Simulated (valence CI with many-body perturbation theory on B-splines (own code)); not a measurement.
## Cs XLII in brief

Method: relativistic CI+MBPT: four valence electrons over a frozen Dirac-Fock core [Ne], a basis of 9 s, 9 p, 8 d, 6 f, 3 g, 1 h functions for each j, with the one-electron correlation potential Σ1 (screened to all orders), the two-electron term Σ2, the three-electron term Σ3, Breit, model QED; selected single and double excitations, second order for the rest, scaled by the run's own slope (own B-spline code, finite nucleus).

The last digits are not significant, and no measured levels were compared; by estimate large intervals hold to a few tenths of a per cent, small ones and those within an open d or f shell to about a per cent.

Levels are named by their leading jj configuration (3d3/2^4 stands for four electrons in 3d with j = 3/2), which in mixed levels can hold well under half, so a name can repeat and another be missing.

Rates and lifetimes use the calculated energies. Strong lines usually hold to 10 to 20 %, long lifetimes can be off by a factor of two.

(1) What is the ground level?

(2) Where does the other parity begin?

(3) Among levels below 418.41 eV, which E1 lines absorb most strongly from the ground level?

(4) What are the static dipole polarisabilities of the lowest levels?

(5) What is the ionisation energy?

(6) Name the longest-lived excited levels whose lifetime is computed, and their main decay.

(7) How well does LS coupling describe the low levels?

## Answers

(1) (3s^2 3p1/2^2) J=0, composition 72 % 3s2 3p2 3P + 27 % 3s2 3p2 1S.

(2) At (3s 3p1/2^2 3p3/2) J=2, 185.90 eV.

(3) to (3s^2 3p1/2 3d3/2) J=1 at 4.788 nm, f = 0.667; to (3s 3p1/2^2 3p3/2) J=1 at 6.013 nm, f = 0.151; to (3s 3p1/2 3p3/2^2) J=1 at 4.221 nm, f = 0.00691.

(4) (3s^2 3p1/2^2) J=0 0.0108; (3s^2 3p1/2 3p3/2) J=1 0.0124 (tensor 0.00053); (3s^2 3p1/2 3p3/2) J=2 0.0124 (tensor 0.00092) bohr³, of which the core gives 0.000173.

(5) 3120.7 eV; NIST lists 3118 ± 4 eV (theoretical).

(6) (3s^2 3p1/2 3p3/2) J=2 at 87.48 eV lives 58.2 μs, mostly by E2 to (3s^2 3p1/2^2) J=0; (3s^2 3p3/2 3d5/2) J=4 at 341.32 eV lives 330 ns, mostly by M1 to (3s^2 3p1/2 3d5/2) J=3; (3s^2 3p1/2 3p3/2) J=1 at 80.93 eV lives 277 ns, mostly by M1 to (3s^2 3p1/2^2) J=0.

(7) Among the lowest 20 levels the leading LS term, summed over configurations, holds 58 % on average. For single configurations the figures are 54 % in LS and 83 % in jj coupling. Terms mix most in the J = 3 level at 339.23 eV, where the leading one holds 36 %.
